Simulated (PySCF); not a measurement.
Simulated C 1s region for `C1C[Si@H]([C@H]1F)N`, binding energy against the vacuum level.

Every computed line was given a Gaussian of 0.6 eV full width at half maximum and an area set by the number of equivalent atoms; the highest printed point is 100. Level of theory: delta-SCF UKS SCAN, pcX-2 on the ionised atom, pcseg-1 elsewhere, spin-free X2C (PySCF).

binding energy (eV), intensity and a bar:
```
    289.0          0 
    289.1          1 
    289.2          4 #
    289.3         10 ###
    289.4         22 ######
    289.5         39 ############
    289.6         62 ##################
    289.7         83 #########################
    289.8         97 #############################
    289.9        100 ##############################
    290.0         94 ############################
    290.1         88 ##########################
    290.2         87 ##########################
    290.3         92 ############################
    290.4         99 ##############################
    290.5         99 ##############################
    290.6         87 ##########################
    290.7         67 ####################
    290.8         45 ##############
    290.9         28 ########
    291.0         19 ######
    291.1         20 ######
    291.2         32 #########
    291.3         51 ###############
    291.4         73 ######################
    291.5         90 ###########################
    291.6         96 #############################
    291.7         87 ##########################
    291.8         68 ####################
    291.9         45 ##############
    292.0         26 ########
    292.1         13 ####
    292.2          5 ##
    292.3          2 
    292.4          1
```

**Question.** How many maxima does the curve show, and how many computed lines lie under it?

**Answer.** The curve has 3 maxima (at 289.9, 290.4 and 291.6 eV). Under it lie 3 lines from 3 inequivalent carbon sites.

**Question.** Decompose the envelope and assign each component. Numbering: `[NH2:1][Si@@H:2]1[CH2:3][CH2:4][C@@H:5]1[F:6]`.

**Answer.** 
```csv
position (eV),relative area,line,atoms,environment
289.84,1,C 1s,C3,sp3 carbon bound to silicon
290.48,1,C 1s,C4,four-membered-ring carbon
291.59,1,C 1s,C5,sp3 C–F carbon
```

**Question.** What are the centre and the root-mean-square width of the whole band?

**Answer.** The area-weighted mean of the lines is 290.64 eV. Their own spread about it is 0.72 eV (rms) and each Gaussian has σ = 0.6/2.355 = 0.25 eV; the variances add, which gives 0.77 eV.

The listed C 1s values span 1.75 eV, from C3 (bonded to C, 2 H and Si) to C5 (bonded to F, C, H and Si). The widest gap between neighbouring values is 1.11 eV, between 290.48 and 291.59 eV. Summing the Pauling electronegativity differences to the bonded atoms, each weighted by its formal bond order, gives -1.35 for the lowest site and +0.43 for the highest; no listed site has a larger sum than the highest.

No satellites, vibrations or lifetime broadening are included. The structure is a single GFN2-xTB conformer in the gas phase; no vibrational or solvent corrections.

The values belong to the conformer `[NH2:1][Si@@H:2]1[CH2:3][CH2:4][C@@H:5]1[F:6]`: H–N1–Si2–C3 40°, H–N1–Si2–C3 178°.
